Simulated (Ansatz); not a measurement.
Reaction (ligand exchange at the Al–C bond): `C[C](O)([AlH2])[SiH3]` + `[AlH2][SH]` → `[AlH2][S][AlH2]` + `CC(O)[SiH3]`

Calculated with Ansatz (gas phase, PBE0-D4/def2-TZVP geometries, no zero-point term in ΔE). CCSD(T)/CBS is the MP2 limit (def2-TZVPP, def2-QZVPP) plus CCSD(T) − MP2 in def2-TZVPP, frozen cores. This one scheme is used for every species. DFT in def2-TZVPP. B3LYP here is the variant with VWN-RPA as its local correlation; programs differ in this. HSE06 is defined as in plane-wave codes. One conformer a species, not always the lowest.

`C[C](O)([AlH2])[SiH3]`:

Z-matrix (Å, degrees):
```
C
C 1 1.527
H 1 1.099 2 111.7
H 1 1.095 2 111.3 3 119.4
H 1 1.094 2 111.5 3 -119.8
O 2 1.442 1 111.3 3 -63.9
Al 2 1.981 1 112.8 3 176.6
Si 2 1.893 1 111.2 3 56.1
H 6 0.964 2 108.7 1 60.8
H 7 1.590 2 116.8 1 -57.7
H 7 1.583 2 121.6 1 123.2
H 8 1.491 2 110.3 1 169.5
H 8 1.489 2 112.5 1 48.6
H 8 1.494 2 108.2 1 -72.2
```

`[AlH2][SH]`:

Cartesian coordinates in Å:
```
Al 0.030 -0.503 -0.412
S -0.939 0.977 0.863
H -0.920 -1.513 -1.168
H 1.607 -0.501 -0.522
H 0.222 1.541 1.240
```

`[AlH2][S][AlH2]`:

Z-matrix (Å, degrees):
```
Al
S 1 2.183
H 1 1.580 2 116.2
H 1 1.581 2 120.5 3 180.0
Al 2 2.183 1 101.4 3 180.0
H 5 1.580 2 120.5 1 -0.2
H 5 1.580 2 116.2 1 179.8
```

`CC(O)[SiH3]`:

```xyz
12

C     0.467   -1.206   -0.481
C    -0.083   -0.186    0.500
O    -1.460   -0.406    0.780
Si    0.042    1.591   -0.150
H     1.526   -1.028   -0.685
H     0.377   -2.221   -0.077
H    -0.077   -1.171   -1.427
H     0.505   -0.236    1.431
H    -1.567   -1.311    1.090
H    -0.699    1.712   -1.433
H     1.477    1.910   -0.389
H    -0.509    2.551    0.840
```

| level | ΔE (kcal/mol) | difference from CCSD(T)/CBS |
| --- | --- | --- |
| LDA (SPW92) | -31.6 | 3.2 |
| revPBE-D4 | -31.4 | 3.4 |
| BLYP-D4 | -31.4 | 3.4 |
| r2SCAN-D4 | -34.2 | 0.6 |
| B97M-V | -34.1 | 0.7 |
| B3LYP-D4 | -33.3 | 1.5 |
| r2SCANh-D4 | -34.7 | 0.1 |
| r2SCAN0-D4 | -35.4 | -0.6 |
| HSE06-D4 | -34.1 | 0.7 |
| BHLYP-D4 | -35.5 | -0.7 |
| CAM-B3LYP-D4 | -33.8 | 1.0 |
| ωB97X-V | -34.1 | 0.7 |
| ωB97M-V | -33.6 | 1.2 |
| PBE-QIDH | -35.8 | -1.0 |
| PBE | -32.8 | 2.0 |
| revPBE | -33.2 | 1.6 |
| BLYP | -33.1 | 1.7 |
| r2SCAN | -34.5 | 0.3 |
| PBE0 | -34.8 | 0.0 |
| B3LYP | -34.5 | 0.3 |
| r2SCANh | -35.0 | -0.2 |
| r2SCAN0 | -35.7 | -0.9 |
| HSE06 | -34.8 | 0.0 |
| BHLYP | -36.5 | -1.7 |
| CAM-B3LYP | -34.5 | 0.3 |
| LC-ωPBE | -34.7 | 0.1 |
| RPA@PBE/def2-TZVPP | -32.9 | 1.9 |
| MP2/def2-SVP | -34.7 | 0.1 |
| CCSD/def2-SVP | -34.5 | 0.3 |
| CCSD(T)/def2-SVP | -33.9 | 0.9 |
| HF/def2-TZVPP | -39.4 | -4.6 |
| MP2/def2-TZVPP | -35.2 | -0.4 |
| CCSD/def2-TZVPP | -35.0 | -0.2 |
| CCSD(T)/def2-TZVPP | -34.3 | 0.5 |
| HF/def2-QZVPP | -39.3 | -4.5 |
| MP2/def2-QZVPP | -35.4 | -0.6 |
| SCS-MP2/def2-QZVPP | -35.5 | -0.7 |
| HF/CBS(def2) | -39.3 | -4.5 |
| MP2/CBS(def2) | -35.7 | -0.9 |
| CCSD/CBS(def2) | -35.4 | -0.6 |
| CCSD(T)/CBS | -34.8 | 0 |

Largest T1 diagnostic among the species: 0.012.

The D4 term adds +1.3 kcal/mol with B3LYP and +0.7 kcal/mol with PBE0; it sums over pairs of atoms, weighted by their polarisabilities, and B3LYP, whose exchange is more repulsive, gets the larger term. From BLYP to BHLYP (50 % exact exchange), in def2-TZVPP and without D4, ΔE moves by −3.4 kcal/mol.
